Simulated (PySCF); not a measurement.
# Pd(40+): ionisation energy

Pd(40+) [He] 2s2 2p2 [2p1/2^2, M_J = 0] → Pd(41+) [He] 2s2 2p1 [2p1/2^1, M_J = 1/2], as a difference of total energies. Calculation: PySCF 2.14, in an uncontracted even-tempered set (17 s from 19 bohr⁻², ratio 2.4; 12 p from 25 bohr⁻², ratio 2.4; 5 d from 84 bohr⁻², ratio 2.6; 4 f from 130 bohr⁻², ratio 2.6); the two-component X2C-1e Hamiltonian. Correlated levels: nothing frozen; the 32 highest virtual spinors dropped. "Screened" scales the spin-orbit matrix elements by Boettger's factors to mimic the two-electron term; Breit and QED terms are absent.

| method | ionisation energy (eV) |
| --- | --- |
| GHF (spin-free) | 6157.3 |
| GMP2 (spin-free) | 6156.9 |
| GHF (screened spin-orbit) | 6255.8 |
| GMP2 (screened spin-orbit) | 6258.1 |

Question: How much does correlation contribute at GMP2 (screened spin-orbit)?

Answer: 6258.1 − (6255.8) = 2.3 eV, measured against GHF (screened spin-orbit).

For this ion Breit and QED terms and the two-electron picture change, all absent here, outweigh the correlation shift from GHF to GMP2.

The spin-free rows relax to the high-spin LS determinant and lack the spin-orbit shift.

The labels give the starting determinants; with spin-orbit coupling the two ends relaxed to ⟨J²⟩ = 0.00, ⟨L²⟩ = 1.33, ⟨S²⟩ = 1.33 and ⟨J²⟩ = 0.75, ⟨L²⟩ = 2.00, ⟨S²⟩ = 0.75.

For comparison: 6242 ± 7 eV (semi-empirical (NIST evaluation); NIST Atomic Spectra Database, ionization energies).
